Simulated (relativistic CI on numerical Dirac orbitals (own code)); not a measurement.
## Sc2+ in a cubic cluster: L2,3 absorption with charge transfer

Computed with a charge-transfer multiplet model of a cubic metal-ligand cluster with up to one ligand hole, Slater and spin-orbit integrals from Dirac-Coulomb-Breit ions, Slater integrals scaled by 0.8. The parameters are those of a tetrahedral site (10Dq negative, t2 hopping the larger). The ground state mixes d1 with configurations of k ligand holes L, whose averages lie at kΔ + k(k − 1)U_dd/2; a core hole lowers each added d electron by U_cd. 300 K, Lorentzian 0.4 eV and Gaussian 0.3 eV FWHM.

Atomic integrals in eV (Slater integrals scaled, ζ unscaled), ground: F2dd 4.710, F4dd 2.885, zeta_d 0.008; with the core hole: F2dd 6.786, F4dd 4.228, zeta_d 0.015, zeta_core 3.008, F2cd 3.515, G1cd 2.451, G3cd 1.388. Where a configuration has fewer than two d electrons, the dd integrals are those of d2.

Cluster parameters (eV): U_dd = 3.7, U_cd = 4.1, 10Dq = -0.25, 10Dq(ligand) = 0, V(eg) = 0.75, V(t2g) = -1.27, final-state hopping factor = 0.9.

```json
{"Case": "Δ = 5.6 eV", "n_d": "1.18", "d1": "0.82", "d2L": "0.18", "S": "0.50"}
{"Case": "Δ = 7.6 eV", "n_d": "1.13", "d1": "0.87", "d2L": "0.13", "S": "0.50"}
{"Case": "Δ = 8.6 eV", "n_d": "1.11", "d1": "0.89", "d2L": "0.11", "S": "0.50"}
{"Case": "Δ = 9.6 eV", "n_d": "1.09", "d1": "0.91", "d2L": "0.09", "S": "0.50"}
{"Case": "Δ = 10.6 eV", "n_d": "1.08", "d1": "0.92", "d2L": "0.08", "S": "0.50"}
```

Weights, n_d and S are thermal averages at 300 K. Photon energies count from the first peak over 30 % of the highest in each spectrum, which can be another peak from case to case. The parameters are a model scan and need not match a compound or its usual spin state. Peaks in eV (height, largest 100):
- Δ = 5.6 eV: 0.0 (32), 1.0 (84), 3.5 (42), 5.1 (100), 7.6 (6)
- Δ = 7.6 eV: 0.0 (31), 1.0 (84), 3.5 (43), 5.0 (100), 7.6 (6)
- Δ = 8.6 eV: 0.0 (31), 1.0 (83), 3.5 (43), 5.1 (100), 7.7 (5)
- Δ = 9.6 eV: 0.0 (31), 1.1 (83), 3.6 (43), 5.1 (100), 7.8 (5)
- Δ = 10.6 eV: 0.0 (31), 1.0 (83), 3.5 (43), 5.1 (100), 7.7 (5)

For the case Δ = 7.6 eV, Δ = 7.6 eV is larger than U_dd = 3.7 eV, the Mott-Hubbard side of the Zaanen-Sawatzky-Allen scheme. With the core hole the configuration with one ligand hole lies at Δ + U_dd − U_cd = 5.2, 7.2, 8.2, 9.2, 10.2 eV from the one without, in the order of the table; where this is negative the screened configuration lies lower.

With at most 1 ligand hole the space is cut while the next configuration still counts, so covalency is underestimated, and a final configuration with one more ligand hole, which can lie low, is missing from the spectra.
